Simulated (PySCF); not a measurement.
BiF2, SMILES [F][Bi+][F] (connectivity only; charge and spin as stated), charge +1, multiplicity 1. Atoms are numbered in the order given.

```xyz
3

Bi     0.0000     0.0000     0.2349
F      0.0000    -1.4267    -1.0833
F      0.0000     1.4267    -1.0833
```
Charge +1, spin multiplicity 1.

Geometry optimised at r2SCAN-D4/def2-TZVP. The spin state was assumed, not searched. The isomer is the one that the SMILES or the coordinates give; other isomers of the formula were not compared. The def2 effective core potentials stand for the cores of Bi; spin–orbit coupling is left out.

These are M06-2X/def2-TZVPD run with PySCF values and carry that method's errors.

Symmetry labels are those of the subgroup C2v that the program uses (full group C2v).

Computed valence orbital energies around the gap with their symmetry:
| orbital | symmetry | energy (eV) |
|---|---|---|
| HOMO−7 | B2 | -39.41 |
| HOMO−6 | A1 | -26.18 |
| HOMO−5 | B2 | -20.69 |
| HOMO−4 | A1 | -20.33 |
| HOMO−3 | B1 | -20.14 |
| HOMO−2 | A2 | -19.61 |
| HOMO−1 | B2 | -19.46 |
| HOMO | A1 | -18.75 |
| LUMO | B1 | -9.78 |
| LUMO+1 | B2 | -7.00 |
| LUMO+2 | A1 | -6.48 |
| LUMO+3 | A1 | -4.25 |
